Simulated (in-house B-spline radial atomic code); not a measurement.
Whole-atom quantities along the 50-electron series, configuration [Kr] 4d10 5s2 5p2. Computed with a radial B-spline atomic code at the basis-set limit: non-relativistic Hartree-Fock, average of the configuration, point nuclei.

This level leaves out relativity, spin-orbit splitting included, which matters for heavy ions.

```
 ion   Z  E/Z² (Eh)  Σ<r²> (bohr²)  n(0)/Z³ (bohr⁻³)  Lamb diamagnetic shielding (ppm)  repulsion over attraction
  Sn  50    -2.4092         63.678           0.70356                           5085.55                    0.15911
 Sb+  51    -2.4272         49.792           0.70431                           5217.75                    0.15777
Te2+  52    -2.4448         41.712           0.70503                           5349.33                    0.15629
 I3+  53     -2.462         36.118           0.70574                           5480.51                    0.15474
Xe4+  54          ?              ?                 ?                                 ?                          ?
Cs5+  55    -2.4952         28.578           0.70711                           5742.09                    0.15151
Ba6+  56          ?              ?                 ?                                 ?                          ?
La7+  57    -2.5269         23.582            0.7084                           6002.99                    0.14822
Ce8+  58    -2.5421         21.645           0.70903                           6133.25                    0.14656
```

Q: Fill in the row of Xe4+.

A: E/Z² (Eh): -2.4788; Σ<r²> (bohr²): 31.907; n(0)/Z³ (bohr⁻³): 0.70643; Lamb diamagnetic shielding (ppm): 5611.41; repulsion over attraction: 0.15314.

Q: Fill in the row of Ba6+.

A: E/Z² (Eh): -2.5113; Σ<r²> (bohr²): 25.857; n(0)/Z³ (bohr⁻³): 0.70776; Lamb diamagnetic shielding (ppm): 5872.61; repulsion over attraction: 0.14987.

Q: With what power of Z does the column «Σ<r²> (bohr²)» change over this range?

A: A fit of the logarithm of its size against log Z from Z = 50 to 58 has slope -6.99. Unscreened non-relativistic hydrogenic orbitals would give -2.
